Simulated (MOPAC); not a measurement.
Input for MOPAC: PM6 on H6SeSi (a complex), monomers drawn apart or pushed together.

```
PM6 1SCF PRECISE CHARGE=0 THREADS=1
H6SeSi

Si     0.19509267 1    -0.00970973 1     0.03556828 1
H     -0.61411930 1    -1.17604210 1     0.45011041 1
H     -0.44401611 1     1.23783362 1     0.51022605 1
H      0.27286745 1     0.02523825 1    -1.44509722 1
H      1.56163333 1    -0.11595340 1     0.59032957 1
Se    -0.22917075 1     0.05027723 1     5.46354184 1
H      0.19020350 1     1.45225715 1     5.32124455 1
H     -1.62330038 1     0.40214293 1     5.15700319 1
```

Output:

```
*******************************************************************************
 **                                                                           **
 **                              MOPAC v23.2.5                                **
 **                                                                           **
 *******************************************************************************
 ** MOPAC's Digital Object Identifier: https://doi.org/10.5281/zenodo.6511958 **
 **                                                                           **
 ** Please cite the open-source release paper for use of this MOPAC version:  **
 ** J. E. Moussa and J. J. P. Stewart (2026)                                  **
 ** MOPAC: An open-source semiempirical molecular orbital program             **
 ** J. Open Source Softw., 11(119), 8025, https://doi.org/10.21105/joss.08025 **
 *******************************************************************************

                              PM6 CALCULATION RESULTS

 *******************************************************************************
 *  PM6        - The PM6 Hamiltonian to be used
 *
 *
 *
 *                 CHARGE ON SYSTEM = 0
 *
 *
 *
 *  PRECISE    - TIGHTER CRITERIA TO BE USED
 *  1SCF       - DO 1 SCF AND THEN STOP
 *  THREADS=1  - MULTI-THREADING NOT USED
 *  T=         - A TIME OF 172800.0 SECONDS REQUESTED
 *  DUMP=N     - RESTART FILE WRITTEN EVERY 7200.0 SECONDS REQUESTED
 *******************************************************************************
PM6 1SCF PRECISE CHARGE=0 THREADS=1
 H6SeSi

   ATOM   CHEMICAL          X               Y               Z
  NUMBER   SYMBOL      (ANGSTROMS)     (ANGSTROMS)     (ANGSTROMS)

     1      Si          0.19509267  *  -0.00970973  *   0.03556828  *
     2       H         -0.61411930  *  -1.17604210  *   0.45011041  *
     3       H         -0.44401611  *   1.23783362  *   0.51022605  *
     4       H          0.27286745  *   0.02523825  *  -1.44509722  *
     5       H          1.56163333  *  -0.11595340  *   0.59032957  *
     6      Se         -0.22917075  *   0.05027723  *   5.46354184  *
     7       H          0.19020350  *   1.45225715  *   5.32124455  *
     8       H         -1.62330038  *   0.40214293  *   5.15700319  *



          CARTESIAN COORDINATES

    NO.       ATOM           X           Y           Z

     1        Si          0.1951     -0.0097      0.0356
     2         H         -0.6141     -1.1760      0.4501
     3         H         -0.4440      1.2378      0.5102
     4         H          0.2729      0.0252     -1.4451
     5         H          1.5616     -0.1160      0.5903
     6        Se         -0.2292      0.0503      5.4635
     7         H          0.1902      1.4523      5.3212
     8         H         -1.6233      0.4021      5.1570

 General Reference for PM6:
 "Optimization of Parameters for Semiempirical Methods V: Modification of NDDO Approximations
 and Application to 70 Elements", J. J. P. Stewart, J. Mol. Mod., 13, 1173-1213 (2007)
 URL: https://link.springer.com/article/10.1007/s00894-007-0233-4

           Empirical Formula: H6 Si Se  =     8 atoms



      MOLECULAR POINT GROUP   :   C1


      RHF CALCULATION, NO. OF DOUBLY OCCUPIED LEVELS = 8


 -------------------------------------------------------------------------------
 PM6 1SCF PRECISE CHARGE=0 THREADS=1
 H6SeSi



     1SCF WAS SPECIFIED, SO BFGS WAS NOT USED
     SCF FIELD WAS ACHIEVED


                              PM6 CALCULATION
                                                       MOPAC v23.2.5 Linux




          FINAL HEAT OF FORMATION =          4.48277 KCAL/MOL =      18.75591 KJ/MOL


          COSMO AREA              =        142.95 SQUARE ANGSTROMS
          COSMO VOLUME            =        120.56 CUBIC ANGSTROMS

          IONIZATION POTENTIAL    =          8.762850 EV
          HOMO LUMO ENERGIES (EV) =         -8.763  0.851
          NO. OF FILLED LEVELS    =          8
          MOLECULAR WEIGHT        =        113.0929         POINT GROUP:  C1

          MOLECULAR DIMENSIONS (Angstroms)

            Atom       Atom       Distance
           Se     6    H     4     6.92690
            H     8    H     5     2.88931
            H     7    H     2     2.77165


          SCF CALCULATIONS        =          1





   ATOM   CHEMICAL          X               Y               Z
  NUMBER   SYMBOL      (ANGSTROMS)     (ANGSTROMS)     (ANGSTROMS)

     1      Si          0.19509267  *  -0.00970973  *   0.03556828  *
     2       H         -0.61411930  *  -1.17604210  *   0.45011041  *
     3       H         -0.44401611  *   1.23783362  *   0.51022605  *
     4       H          0.27286745  *   0.02523825  *  -1.44509722  *
     5       H          1.56163333  *  -0.11595340  *   0.59032957  *
     6      Se         -0.22917075  *   0.05027723  *   5.46354184  *
     7       H          0.19020350  *   1.45225715  *   5.32124455  *
     8       H         -1.62330038  *   0.40214293  *   5.15700319  *

                             CARTESIAN COORDINATES

   1   Si        0.195092670    -0.009709730     0.035568280
   2    H       -0.614119300    -1.176042100     0.450110410
   3    H       -0.444016110     1.237833620     0.510226050
   4    H        0.272867450     0.025238250    -1.445097220
   5    H        1.561633330    -0.115953400     0.590329570
   6   Se       -0.229170750     0.050277230     5.463541840
   7    H        0.190203500     1.452257150     5.321244550
   8    H       -1.623300380     0.402142930     5.157003190


           Empirical Formula: H6 Si Se  =     8 atoms



      MOLECULAR POINT GROUP   :   C1


                  EIGENVALUES
 -23.44180 -19.39006 -13.77965 -13.57692 -11.77972 -11.76870 -11.72510  -8.76285
   0.85071   0.86203   0.86233   1.42274   1.55287   1.55570   2.27472   2.98770
   4.53864   4.55811   4.56354


              NET ATOMIC CHARGES AND DIPOLE CONTRIBUTIONS

  ATOM NO.   TYPE          CHARGE      No. of ELECS.   s-Pop       p-Pop       d-Pop
    1         Si           0.108307        3.8917     1.23351     2.14662     0.51157
    2          H          -0.026041        1.0260     1.02604
    3          H          -0.029389        1.0294     1.02939
    4          H          -0.027225        1.0272     1.02722
    5          H          -0.025751        1.0258     1.02575
    6         Se          -0.140286        6.1403     1.98624     4.15405
    7          H           0.070205        0.9298     0.92980
    8          H           0.070181        0.9298     0.92982
 DIPOLE           X         Y         Z       TOTAL
 POINT-CHG.    -0.316     0.570    -0.143     0.667
 HYBRID        -0.301     0.537    -0.094     0.623
 SUM           -0.617     1.107    -0.236     1.289


          ATOMIC ORBITAL ELECTRON POPULATIONS

     Atom    s        px        py        pz      x^2-y^2     xz        z^2       yz        xy
    1 Si   1.23351   0.71771   0.71510   0.71381   0.10508   0.06357   0.17184   0.04730   0.12378
    2  H   1.02604
    3  H   1.02939
    4  H   1.02722
    5  H   1.02575
    6 Se   1.98624   1.13106   1.07475   1.94824
    7  H   0.92980
    8  H   0.92982

 **********************
 *                    *
 * JOB ENDED NORMALLY *
 *                    *
 **********************




 == MOPAC DONE ==
```

The run finished.

Cost: roughly 0.020 core-seconds.
